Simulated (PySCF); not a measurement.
An unknown shows these calculated signals:

¹H NMR (600 MHz, computed): δ 5.88 (s, 1H), 5.41 (s, 2H), 4.34 (s, 3H), 2.15 (s, 3H), 1.08 (br s, 1H).

¹³C{¹H} NMR (computed): δ 153.5 (C), 148.8 (C), 85.0 (CH), 67.8 (CH2), 26.0 (CH3).

Rapidly exchanging positions averaged, in vacuum, no relativistic terms, single conformer. GFN2-xTB structure; PBE0/pcSseg-1 with gauge-including orbitals; PySCF.

References, each an isolated molecule treated in the same way: ¹H (σref 31.72), ¹³C (σref 186.93) against TMS.

Task: Which of these does the molecule contain: a nitrile, a Si–H bond, an OH group, a three-membered ring, a CH3CH2 unit, a non-aromatic C=C double bond?

Result: 
- A nitrile: no.
- A Si–H bond: yes (δH 4.34 (s)).
- An OH group: yes (δH 1.08 (br s)).
- A three-membered ring: no.
- A CH3CH2 unit: no.
- A non-aromatic C=C double bond: yes.

The data belong to `C(/C(C)=C(/[SiH3])CO)(Cl)Cl`, C5H10Cl2OSi; they needn't prove each group on their own.

Carbon signals by region: 2 in the sp2 and nitrile region (100–160 ppm), 2 at 50–100 ppm, 1 below 50 ppm.

OH/NH shifts are gas-phase values; hydrogen bonding in solution moves them, usually downfield. Carbons that carry Cl, above all several Cl atoms, come out too deshielded, partly because spin–orbit coupling is missing. Shifts are as computed. Against solution values, carbons near 30 ppm lie about +3 ppm off and those near 130 ppm about +5 ppm; carbons on Cl a further +6 ppm. Of 1309 compounds with measured shifts, 239 miss one by over three times the rms of a fit or turn the order of signals round; such compounds aren't used in these exercises. Multiplicities follow the n + 1 count of equivalent neighbours, as no J values were calculated; m marks all less simple cases, F and P coupling included.
